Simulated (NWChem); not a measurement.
Species: SnH$_{4}$O; SMILES [OH][SnH3]

Computed with NWChem. def2 effective core potentials on Sn; no spin-orbit coupling. Each level has its own optimisation; frequencies are unscaled.

```
level                                                 r O–Sn (Å)  r H–O (Å)  highest harmonic frequency (cm⁻¹)  lowest (cm⁻¹)  zero-point energy (kcal/mol)
----------------------------------------------------  ----------  ---------  ---------------------------------  -------------  ----------------------------
B3LYP/3-21G (all-electron, non-relativistic)                 ___      0.993                                ___            ___                          20.0
Hartree-Fock/STO-3G (all-electron, non-relativistic)       1.956      0.988                               4209            173                          24.4
PBE-D3(BJ)/def2-SVP (core potentials)                      2.017      0.976                               3718            160                          19.9
```

Some entries are withheld; supply them.


- B3LYP/3-21G (all-electron, non-relativistic), r O–Sn (Å): 1.977
- B3LYP/3-21G (all-electron, non-relativistic), highest harmonic frequency (cm⁻¹): 3520
- B3LYP/3-21G (all-electron, non-relativistic), lowest (cm⁻¹): 210
